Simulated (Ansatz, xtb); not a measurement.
**Relaxing a trial structure of C2H5AlF2**

The starting geometry of this gas-phase singlet was built from a drawn formula by distance geometry and a force field; its bonds are those of `F[CH2][AlH][CH2]F`.

```xyz
10

C     1.2327   -0.9655   -0.3309
C    -0.5040    1.5336   -2.0363
Al   -0.0241    0.5879   -0.3482
F     0.6923   -1.9562   -1.1195
F    -1.1192    0.5645   -2.8621
H     1.3665   -1.3645    0.6814
H     2.2080   -0.6215   -0.7526
H    -0.6099    1.1035    1.0735
H    -1.1904    2.3311   -1.8083
H     0.4490    1.8871   -2.5219
```

Problem. Predict what becomes of its bonds when it is optimised with r2SCAN-D4/def2-SVP.

Solution. It keeps its bonds, and is `F[CH2][AlH][CH2]F`.

The energy falls by 0.23 eV over 25 steps:

```tsv
step	E − E(last) (eV)
1	0.232
4	0.078
6	0.058
9	0.010
12	0.003
14	0.002
17	0.001
20	0.000
22	0.000
25	0.000
```

Final geometry (Å):

```xyz
10

C     1.1294   -1.0480   -0.2876
C    -0.6391    1.4483   -2.0232
Al    0.2688    0.7322   -0.4143
F     1.0433   -1.7913   -1.4647
F    -0.6307    0.5668   -3.1039
H     0.6850   -1.6427    0.5386
H     2.2004   -0.9488   -0.0103
H     0.3113    1.6621    0.8797
H    -1.6925    1.7166   -1.7947
H    -0.1750    2.4050   -2.3444
```

From the same start GFN2-xTB ends elsewhere, differing in Al3–F4 (1.92 against 2.84 Å here), Al3–F5 (1.93 against 2.84 Å here).

The end wasn't checked by frequencies. Run with Ansatz 0.2.0, 40 s on 2 threads of Intel(R) Xeon(R) Processor @ 2.70GHz, on a shared host.
